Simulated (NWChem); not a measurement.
Molecule: CH6F2N2Si; SMILES N[SiH](N)C(F)F

```xyz
12

N     -1.3992    -1.2101     0.7748
Si    -0.2038    -0.7710    -0.3922
N      1.3249    -1.5441    -0.1920
C      0.2935     1.0862    -0.3757
F     -0.8356     1.8762    -0.3297
F      1.0287     1.3402     0.7766
H     -1.2360    -1.0551     1.7632
H     -2.3789    -1.0853     0.5459
H     -0.8349    -1.0622    -1.7050
H      2.0334    -1.0776     0.3618
H      1.3910    -2.5507    -0.1024
H      0.9006     1.4398    -1.2200
```
Atoms are numbered in this order, from 1.

All runs: NWChem. Medium grid unless said otherwise, to which SCAN and Minnesota functionals are sensitive. The geometry was optimised at B3LYP/6-31G* (spherical d). Hybrids' shares of exact exchange are those that their runs print; pure functionals count as 0. The functionals differ in more than this share.

| row | share of exact exchange | highest occupied level (eV) |
|---|---|---|
| PBE/def2-TZVP | 0.00 | -6.00 |
| LDA (Slater exchange, VWN5)/def2-TZVP | 0.00 | -6.16 |
| TPSSh/def2-TZVP | 0.10 | -6.69 |
| B3LYP/def2-TZVP | 0.20 | -7.25 |
| M06-2X/def2-TZVP | 0.54 | withheld |
| Hartree-Fock/def2-TZVP | 1.00 | -11.09 |

Fit a straight line of the last column on the one before it, predict the withheld value, and compare with the run.


1. Means of the 5 shown rows: x = 0.260, y = -7.438. Slope Σ(x − x̄)(y − ȳ)/Σ(x − x̄)² = -3.540/0.7120 = -4.971; intercept -6.146.
2. The shown rows scatter about the line by 0.085 (root mean square); the largest residual is +0.15, at PBE/def2-TZVP.
3. At x = 0.54 (M06-2X/def2-TZVP; inside the shown range) the line gives -8.83.
4. The run gives -8.93, -0.10 from the line, 1.2 times the scatter.
